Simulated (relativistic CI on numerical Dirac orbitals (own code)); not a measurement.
**How well does a small relativistic CI reproduce Ni V?**

Calculated at this level of theory: Dirac-Coulomb-Breit CI, orbitals from a KLI potential per configuration, a model potential for QED, valence Slater integrals scaled by 0.85, configuration energies shifted to the measured levels that pair with them (semi-empirical) (own radial code, finite nucleus).

CI space (outside the closed core [Ne]): 3s²3p⁶3d⁶, 3s²3p⁶3d⁵4s, 3s²3p⁶3d⁵4p, 3s²3p⁵3d⁷, 3s²3p⁶3d⁵4d, 3s²3p⁶3d⁵5s, 3s²3p⁶3d⁵5p, 3s²3p⁶3d⁴4s², 3s²3p⁶3d⁵4f, 3s²3p⁶3d⁵5d, 3s²3p⁴3d⁸, 3s²3p⁶3d⁴4s4p, 3s²3p⁶3d⁵5f, 3s²3p⁶3d⁵5g, 3s3p⁶3d⁷, 3s²3p⁶3d⁴4p², 3s²3p⁶3d⁴4s4d, 3s²3p⁶3d⁴4p4d. Levels of other configurations are missing.

| Configuration | Term (tabulated) | J | Measured (cm⁻¹) | Computed | Error | Purity (%) |
| --- | --- | --- | --- | --- | --- | --- |
| 3s²3p⁶3d⁶ | 5D | 4 | 0.0 | 0 | 0 | 99 |
| 3s²3p⁶3d⁶ | 5D | 3 | 889.7 | 869 | -21 | 99 |
| 3s²3p⁶3d⁶ | 5D | 2 | 1489.9 | 1448 | -42 | 99 |
| 3s²3p⁶3d⁶ | 5D | 1 | 1871.5 | 1816 | -56 | 99 |
| 3s²3p⁶3d⁶ | 5D | 0 | 2057.6 | 1994 | -63 | 99 |
| 3s²3p⁶3d⁶ | 3P2 | 2 | 26153.0 | 23090 | -3063 | 99 |
| 3s²3p⁶3d⁶ | 3H | 6 | 27111.2 | 26425 | -686 | 99 |
| 3s²3p⁶3d⁶ | 3H | 5 | 27578.2 | 26857 | -721 | 96 |
| 3s²3p⁶3d⁶ | 3H | 4 | 27858.8 | 27388 | -471 | 77 |
| 3s²3p⁶3d⁶ | 3P2 | 1 | 28697.6 | 25589 | -3108 | 99 |
| 3s²3p⁶3d⁶ | 3F2 | 4 | 29123.7 | 26559 | -2564 | 72 |
| 3s²3p⁶3d⁶ | 3F2 | 3 | 29570.8 | 27292 | -2279 | 97 |
| 3s²3p⁶3d⁶ | 3P2 | 0 | 29640.0 | 26473 | -3167 | 97 |
| 3s²3p⁶3d⁶ | 3F2 | 2 | 29899.2 | 27601 | -2298 | 99 |
| 3s²3p⁶3d⁶ | 3G | 5 | 33256.5 | 31715 | -1541 | 96 |
| 3s²3p⁶3d⁶ | 3G | 4 | 34061.7 | 32460 | -1601 | 94 |
| 3s²3p⁶3d⁶ | 3G | 3 | 34416.4 | 32796 | -1620 | 97 |
| 3s²3p⁶3d⁶ | 1I | 6 | 41252.2 | 40117 | -1135 | 99 |
| 3s²3p⁶3d⁶ | 3D | 2 | 41626.9 | 38754 | -2873 | 96 |
| 3s²3p⁶3d⁶ | 3D | 1 | 41701.1 | 38853 | -2848 | 99 |
| 3s²3p⁶3d⁶ | 3D | 3 | 41920.2 | 39070 | -2850 | 99 |
| 3s²3p⁶3d⁶ | 1G2 | 4 | 42208.1 | 38925 | -3283 | 97 |
| 3s²3p⁶3d⁶ | 1S2 | 0 | 47699.7 | 42272 | -5427 | 97 |
| 3s²3p⁶3d⁶ | 1D2 | 2 | 48607.0 | 44807 | -3800 | 95 |
| 3s²3p⁶3d⁶ | 1F | 3 | 57924.1 | 54336 | -3588 | 98 |
| 3s²3p⁶3d⁶ | 3P1 | 0 | 66737.8 | 61710 | -5028 | 99 |
| 3s²3p⁶3d⁶ | 3P1 | 1 | 67547.9 | 62515 | -5033 | 99 |
| 3s²3p⁶3d⁶ | 3F1 | 2 | 68632.1 | 63885 | -4747 | 99 |
| 3s²3p⁶3d⁶ | 3F1 | 4 | 68718.7 | 64009 | -4710 | 99 |
| 3s²3p⁶3d⁶ | 3F1 | 3 | 68854.7 | 64133 | -4722 | 98 |
| 3s²3p⁶3d⁶ | 3P1 | 2 | 69156.1 | 64099 | -5057 | 99 |
| 3s²3p⁶3d⁶ | 1G1 | 4 | 77899.5 | 72963 | -4936 | 99 |
| 3s²3p⁶3d⁶ | 1D1 | 2 | 104420.5 | 97349 | -7071 | 99 |
| 3s²3p⁶3d⁵4s | 7S | 3 | 164525.9 | 166156 | 1630 | 100 |
| 3s²3p⁶3d⁵4s | 5S | 2 | 178019.8 | 178737 | 717 | 99 |
| 3s²3p⁶3d⁵4s | 5G | 6 | 208046.4 | 207349 | -698 | 100 |
| 3s²3p⁶3d⁵4s | 5G | 5 | 208131.0 | 207434 | -697 | 100 |
| 3s²3p⁶3d⁵4s | 5G | 2 | 208151.5 | 207465 | -687 | 99 |
| 3s²3p⁶3d⁵4s | 5G | 4 | 208163.7 | 207470 | -694 | 100 |
| 3s²3p⁶3d⁵4s | 5G | 3 | 208164.6 | 207474 | -690 | 99 |
| 3s²3p⁶3d⁵4s | 5P | 3 | 212095.8 | 213217 | 1122 | 88 |
| 3s²3p⁶3d⁵4s | 5P | 2 | 212253.4 | 213374 | 1121 | 90 |
| 3s²3p⁶3d⁵4s | 5P | 1 | 212455.7 | 213591 | 1135 | 95 |
| 3s²3p⁶3d⁵4s | 5D | 4 | 216189.9 | 216844 | 654 | 99 |
| 3s²3p⁶3d⁵4s | 5D | 0 | 216305.7 | 216958 | 652 | 98 |
| 3s²3p⁶3d⁵4s | 5D | 1 | 216434.7 | 217100 | 665 | 93 |
| 3s²3p⁶3d⁵4s | 5D | 2 | 216590.5 | 217267 | 676 | 89 |
| 3s²3p⁶3d⁵4s | 5D | 3 | 216596.0 | 217272 | 676 | 89 |
| 3s²3p⁶3d⁵4s | 3G | 5 | 217048.7 | 215751 | -1298 | 99 |
| 3s²3p⁶3d⁵4s | 3G | 3 | 217101.0 | 215814 | -1287 | 99 |
| 3s²3p⁶3d⁵4s | 3G | 4 | 217129.1 | 215825 | -1304 | 99 |
| 3s²3p⁶3d⁵4s | 3P | 2 | 221087.6 | 221602 | 514 | 87 |
| 3s²3p⁶3d⁵4s | 3P | 1 | 221429.0 | 221945 | 516 | 91 |
| 3s²3p⁶3d⁵4s | 3D | 3 | 225200.7 | 225232 | 32 | 98 |
| 3s²3p⁶3d⁵4s | 3D | 1 | 225545.1 | 225607 | 62 | 92 |
| 3s²3p⁶3d⁵4s | 3D | 2 | 225616.5 | 225683 | 66 | 88 |
| 3s²3p⁶3d⁵4s | 3I | 6 | 229408.8 | 226255 | -3153 | 99 |
| 3s²3p⁶3d⁵4s | 3I | 5 | 229413.0 | 226265 | -3148 | 99 |
| 3s²3p⁶3d⁵4s | 3I | 7 | 229440.6 | 226273 | -3168 | 100 |
| 3s²3p⁶3d⁵4s | 3D † | 3 | 232545.9 | 232907 | 361 | 57 |
| 3s²3p⁶3d⁵4s | 3D † | 1 | 232910.8 | 235152 | 2242 | 61 |
| 3s²3p⁶3d⁵4s | 1I | 6 | 233839.2 | 230409 | -3430 | 98 |
| 3s²3p⁶3d⁵4s | 5F | 5 | 234082.1 | 233570 | -512 | 97 |
| 3s²3p⁶3d⁵4s | 5F | 4 | 234125.4 | 233673 | -453 | 96 |
| 3s²3p⁶3d⁵4s | 5F | 3 | 234275.2 | 233919 | -356 | 77 |
| 3s²3p⁶3d⁵4s | 5F † | 2 | 234412.7 | 234166 | -247 | 55 |
| 3s²3p⁶3d⁵4s | 5F † | 1 | 235116.5 | 233029 | -2087 | 61 |
| 3s²3p⁶3d⁵4s | 3F | 4 | 235420.6 | 235421 | 0 | 97 |

Measured levels from Corliss and Sugar, J. Phys. Chem. Ref. Data 10, 197 (1981); pairs were made by configuration, J and term (by order where the table uses no LS term), so strongly mixed levels may be paired wrongly.

Mean error by configuration (cm⁻¹): 3s²3p⁶3d⁶ -2825; 3s²3p⁶3d⁵4s -366. Over the excited levels the mean absolute error is 1940 cm⁻¹ (67 of the 69 excited levels that our extract of the source holds in range could be paired, and the others can miss by more), and the median relative error of those above 1,000 cm⁻¹ is 1.6 %, both after the shifts were fitted to these levels, so that a configuration with one level shows no error. † marks terms whose computed intervals miss the measured ones by more than a factor of 2.5, or configurations far off the rest, from wrong mixing, a near crossing or a doubtful label or measurement; they are left out of the means.

Configurations whose levels could be paired with our table of measured levels were shifted onto them, all but the ground configuration, by the median error of their levels; single terms can still be off by 1,000 to 2,000 cm⁻¹ or more, and rates follow the energies as ν³ (E1, M1) or ν⁵ (E2). The others borrow a shift and can be off by several thousand cm⁻¹ or more. 67 of the 69 excited levels that our extract of the measured tables holds in this range could be paired (the sources list more); they are missed by 1898 cm⁻¹ on average and 7071 at most, after the shifts were fitted to these levels, and levels without a partner can miss by more.

Shifts applied (cm⁻¹): 3s²3p⁶3d⁶ 0; 3s²3p⁶3d⁵4s -4364.
